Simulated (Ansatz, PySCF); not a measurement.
Gas-phase reaction in SMILES: CN (CH5N) [methanamine] -> [CH3] (CH3) + [NH2] (NH2) (the C-N bond at the site shown breaks; other sites are not compared here)
Each molecule is optimised on its own at B3LYP-D3(BJ)/def2-TZVP (Ansatz, an electronic-structure program).

Quantity: bond dissociation energy (0 K, with B3LYP-D3(BJ) harmonic zero-point energies from PySCF), in eV. Correlated levels leave the core frozen unless marked. Open shells are spin-unrestricted. No spin-orbit coupling. No relativistic terms. CBS marks a two-point X^-3 extrapolation of the correlation energy; Hartree-Fock from the larger set. The bracket is a focal-point correction in the basis named.

| level | program | bond dissociation energy (eV) | minus last row |
|---|---|---|---|
| PBE-D4/def2-TZVPD | Ansatz + dftd4 | 3.63 | 0.06 |
| PBE0-D3(BJ)/def2-TZVP | Ansatz + dftd3 | 3.52 | -0.05 |
| MP2/6-31G* | Ansatz | 3.58 | 0.01 |
| MP2/cc-pVDZ | Ansatz | 3.55 | -0.02 |
| RI-MP2/def2-TZVPP | Ansatz | 3.71 | 0.14 |
| CCSD(T)/def2-SVP | Ansatz | 3.45 | -0.12 |
| RI-MP2/CBS(aug-cc-pVTZ,aug-cc-pVQZ)+[CCSD(T)-MP2]/aug-cc-pVTZ | Ansatz | 3.57 | 0.00 |
